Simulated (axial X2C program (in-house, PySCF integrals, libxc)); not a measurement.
## Excited states of PbI⁻ by EOM-EE-CCSD

Computed with an axial X2C code built on PySCF integrals: two-component X2C with atomic mean-field Coulomb and Gaunt terms, Gaussian nuclei, basis Pb dyall-acv3z, I dyall-acv3z with contracted cores.

R = 3.148 Å (near the PBE0 minimum at charge -1 of the determinant lowest at the starting distance; the state shown can have its own minimum elsewhere).

Hartree–Fock spinors of PbI⁻ (one of each Kramers pair; a window near the gap, which can cut inner shells):

```tsv
ω	occupied	ε (eV)	character
1/2	yes	-17.92	85% I s, 5% Pb d, 4% Pb p
1/2	yes	-10.72	81% Pb s, 12% I p, 4% I d
1/2	yes	-5.36	88% I p, 5% Pb p, 3% Pb d
1/2	yes	-4.63	71% I p, 22% Pb p, 3% Pb s
3/2	yes	-4.24	91% I p, 3% Pb d, 3% Pb f
1/2	yes	-1.88	79% Pb p, 12% I p, 4% I d
1/2	no	2.99	91% Pb p, 6% Pb s
3/2	no	3.07	97% Pb p
1/2	no	3.18	99% Pb p
1/2	no	3.76	79% Pb s, 14% I p, 6% Pb p
3/2	no	4.90	85% Pb p, 8% Pb d, 5% I d
1/2	no	5.00	61% I p, 16% Pb p, 8% Pb d
```

Vertical excitation energies from the closed-shell determinant state of PbI⁻:

| Ω | excitation (eV) | cm⁻¹ | hole of the leading pair | particle of the leading pair | weight of the pair (for Ω = 0 its time-reversed partner can hold as much again) | singles weight |
| --- | --- | --- | --- | --- | --- | --- |
| 1 | 0.649 | 5235 | 81% Pb pπ | 90% Pb pπ | 0.96 | 0.97 |
| 2 | 1.139 | 9183 | 80% Pb pπ | 89% Pb pπ | 0.95 | 0.96 |
| 0⁻ | 1.509 | 12171 | 80% Pb pπ | 59% Pb pσ, 14% Pb sσ, 8% Pb pπ | 0.48 | 0.96 |
| 0⁺ | 1.582 | 12763 | 80% Pb pπ | 59% Pb pσ, 15% Pb sσ, 8% Pb pπ | 0.47 | 0.95 |
| 1 | 1.691 | 13635 | 79% Pb pπ | 59% Pb pσ, 16% Pb sσ, 8% Pb pπ | 0.94 | 0.95 |
| 0⁻ | 2.556 | 20617 | 77% Pb pπ | 43% Pb sσ, 30% Pb pπ, 17% Pb pσ | 0.47 | 0.95 |
| 1 | 2.595 | 20927 | 77% Pb pπ | 51% Pb pπ, 27% Pb sσ, 13% Pb pσ | 0.95 | 0.95 |
| 0⁺ | 2.600 | 20973 | 76% Pb pπ | 58% Pb sσ, 16% Pb pσ, 12% Pb pπ | 0.47 | 0.95 |
| 0⁻ | 2.712 | 21871 | 76% Pb pπ, 6% I pσ | 60% Pb pπ, 25% Pb sσ | 0.47 | 0.95 |
| 1 | 2.750 | 22179 | 75% Pb pπ, 7% I pσ | 41% Pb sσ, 40% Pb pπ, 7% Pb dσ | 0.92 | 0.94 |

This point took 45 s on 1 thread of Intel(R) Xeon(R) Platinum 8488C (Sapphire Rapids), with other jobs on the host.

Reference electrons by ω block (each with its −ω partner): 1/2: 40, 3/2: 20, 5/2: 7, 7/2: 1. 12 electrons of PbI⁻ correlated (inner shells frozen), 88 natural virtual spinors (a truncated set); levels can be off by some tenths of an eV. Roots sought by Ω: (0: 5, 1: 4, 2: 3, 3: 1); rows need 60 % singles weight and stop where some Ω has no more roots. Missing are any skipped roots, higher Ω and states of a further excitation; these come out far too high here and may in truth be low or lowest. T1 of the reference 0.013 (Lee–Taylor). The highest Hartree–Fock level of the anion lies at -1.88 eV; relaxation, partly offset by correlation, puts the detachment threshold some tenths of an eV to over one eV lower in magnitude, and states above it are held by the basis set and are not bound. Number of frozen shells: Pb 5 s, 4 p, 3 d, 1 f; I 4 s, 3 p, 2 d.
